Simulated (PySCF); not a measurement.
# Calculated properties of `C#C[SiH2]N(CC)[SiH2]N=C`

Compound: C₅H₁₂N₂Si₂.
Structure used (GFN2-xTB), in Å, numbered top down from 1:
```xyz
21
C5H12N2Si2 angstrom
C     -2.714    2.709    1.067
C     -2.186    2.083    0.187
Si    -1.390    1.123   -1.184
N     -0.073    0.234   -0.486
C     -0.264   -0.334    0.838
C     -1.101   -1.608    0.820
Si     1.202   -0.397   -1.478
N      2.433   -0.896   -0.372
C      3.638   -0.603   -0.266
H     -3.170    3.256    1.841
H     -0.826    2.043   -2.171
H     -2.420    0.262   -1.790
H     -0.755    0.413    1.469
H      0.716   -0.555    1.265
H     -1.220   -1.996    1.829
H     -0.614   -2.362    0.206
H     -2.086   -1.402    0.405
H      1.542    0.662   -2.430
H      0.873   -1.649   -2.170
H      4.172    0.101   -0.912
H      4.233   -1.067    0.519
```

Structural features include: alkyne, Si–H bond and C–Si bond.

From GFN2-xTB geometry:

* Point group of the GFN2-xTB geometry: C1
* Rotational constants A, B, C of the GFN2-xTB geometry: 2.025, 0.630, 0.583 GHz

**PBE0/pcSseg-1 ground state and GIAO shieldings, non-relativistic (PySCF)**

* Dipole moment: 1.40 D
* HOMO energy: -6.82 eV
* LUMO energy: -0.91 eV
* HOMO–LUMO gap: 5.91 eV
* Lowest Hirshfeld atomic charge: -0.26 e on N4
* Highest Hirshfeld atomic charge: +0.39 e on Si7
* 13C chemical shifts (computed TMS as zero) by class: 172.3 (C9), 104.8 (C1), 86.1 (C2), 41.4 (C5), 16.9 (C6) ppm
* 1H chemical shifts (computed TMS as zero) by class: 8.82 (H20), 8.72 (H21), 5.29 (H18/H19), 5.12 (H11/H12), 3.68 (H13/H14), 1.99 (H10), 1.25 (H15/H16/H17) ppm
* Isotropic shieldings of nuclei other than C and H, by class: -153 (N8), 236 (N4), 386 (Si7), 407 (Si3) ppm
* Mayer bond orders between heavy atoms: C1–C2 2.55, C2–Si3 0.90, Si3–N4 0.95, N4–C5 0.91, C5–C6 1.05, N4–Si7 0.95, Si7–N8 0.93, N8–C9 1.98

Monoisotopic mass (most abundant isotopes): 156.0539 u.

The rotational constants make it an asymmetric top with κ = (2B − A − C)/(A − C) = -0.93, nearer the prolate limit (−1). In atomic units the dipole is 0.55 e·bohr (1 au = 2.5417 D). With B = h/(8π²I), that is 505.379 GHz u Å² over I, the principal moments of inertia are 249.6, 801.8 and 866.3 u Å² (most abundant isotopes); the inertial defect Ic − Ia − Ib is -185.1 u Å² (zero for a rigid planar frame, negative otherwise).

Isolated species at its GFN2-xTB geometry (one conformer only). NMR classes are plain means over equivalent atoms (diastereotopic ones count apart unless rotation or inversion swaps them), as if these changed places fast; in this geometry the members of some classes differ.
